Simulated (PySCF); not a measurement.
## Correlation energy of V²⁺ (vanadium, charge +2)

[Ar] 3d3, high-spin 4F determinant. All numbers are calculated (PySCF 2.14, the non-relativistic Hamiltonian (point nucleus), in def2-TZVPPD (6s6p4d2f1g, 67 functions)). Frozen: [Ne]; 11 electrons correlated.

```
  level  correlation energy (mhartree)
   CCSD                        -300.25
    (T)                          -5.49
CCSD(T)                        -305.74
```

Diagnostics: T1 = 0.0052, D1 = 0.0122, largest double amplitude 0.027.

Cost of the coupled-cluster step: roughly 7 core-seconds, for 11 correlated electrons.

This basis was not built for core-valence correlation, so the inner-shell part is incomplete.
